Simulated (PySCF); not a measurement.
## NMR parameters of Au(NH3)Cl

Au(NH3)Cl, AuClH3N, point group C3v.

Bonds: Au1-N2 2.100 Å, Au1-Cl6 2.254 Å. N2 carries H3, H4, H5.

GIAO calculations in PySCF 2.14.0 with density-fitted response routines on the PBE0-D3(BJ)/def2-SVP structure: isolated species, scalar relativity only through the core potential, equivalent atoms averaged; basis pcSseg-1 (def2-TZVP on Au).

(1) Give the isotropic shieldings (ppm) with KT2, PBE0.

(2) And the chemical shifts, against references computed in the same way?

(3) Which part of the shielding of Cl6 depends on the functional?

## Answers

(1) 
```csv
atoms,environment,KT2,PBE0
Cl6,chlorine bonded to Au,1044,1095
N2,"nitrogen bonded to Au, 3 H",258.3,264.9
H3/H4/H5,hydrogen on a nitrogen bonded to Au,29.18,29.30
HOMO–LUMO gap (eV),–,3.91,6.08
```

(2) 
```json
{"atoms": "Cl6", "nucleus, reference": "³⁵Cl, HCl", "KT2": "-101", "PBE0": "-152"}
{"atoms": "N2", "nucleus, reference": "¹⁵N, NH3", "KT2": "6.0", "PBE0": "0.7"}
{"atoms": "H3/H4/H5", "nucleus, reference": "¹H, TMS", "KT2": "2.00", "PBE0": "1.97"}
```

(3) Diamagnetic: KT2 1149, PBE0 1148 ppm; paramagnetic: KT2 -106, PBE0 -52 ppm. The diamagnetic part, set mainly by inner electrons, hardly moves; the paramagnetic part goes with low-lying magnetically allowed excitations and carries the spread.

Au is described by an effective core potential, so it has no shielding of its own here; spin–orbit effects on the atoms bonded to it, which can be large, are absent, and the values of these neighbours are rough. Experimental scales use liquid or dissolved standards, which lie at an offset from isolated NH3 (liquid NH3: subtract about 20 ppm).
